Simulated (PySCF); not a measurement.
SMILES [SiH3][Bi]([SiH3])[O]C, PBE0/def2-SVP optimised geometry.

```
14

Bi    -0.68    -1.26     0.00
O     -0.54     0.86     0.00
C     -1.45     1.59     0.76
H     -1.36     1.41     1.85
H     -1.26     2.66     0.60
H     -2.52     1.40     0.49
Si     1.99    -1.26     0.00
H      2.46    -0.63    -1.27
H      2.52    -2.66     0.06
H      2.51    -0.49     1.17
Si    -0.61    -1.53     2.68
H     -1.96    -1.34     3.28
H      0.34    -0.56     3.31
H     -0.15    -2.92     2.99
```

Density from PySCF with PBE0/def2-TZVP, def2 effective core potentials past Kr at that geometry. The core electrons that the potentials of Bi replace are not part of the density.

Minimum of the electron density along straight lines between bonded atoms, close to the bond critical point (lines longer than 1.1 times the sum of covalent radii, or with two minima, are not listed):

```tsv
bond	length / Å	ρ at the minimum / e bohr⁻³	∇²ρ there / e bohr⁻⁵	position (fraction from the first atom)
Bi1–O2	2.132	…	…	0.53
O2–C3	1.389	0.277	-0.63	0.65
C3–H4	1.112	0.270	-0.91	0.64
C3–H5	1.105	0.275	-0.95	0.65
C3–H6	1.111	0.271	-0.91	0.64
Bi1–Si7	2.674	0.070	…	0.54
Si7–H8	1.494	0.118	0.15	0.49
Si7–H9	1.498	0.117	0.15	0.49
Si7–H10	1.493	0.119	0.15	0.49
Bi1–Si11	2.696	0.068	-0.04	0.53
Si11–H12	1.496	0.117	0.15	0.49
Si11–H13	1.495	0.118	0.15	0.49
Si11–H14	1.498	0.117	0.15	0.49
```

Question: What belongs in the gaps?

Answer: 
- Bi1–O2, ρ at the minimum / e bohr⁻³: 0.101
- Bi1–O2, ∇²ρ there / e bohr⁻⁵: 0.30
- Bi1–Si7, ∇²ρ there / e bohr⁻⁵: -0.05
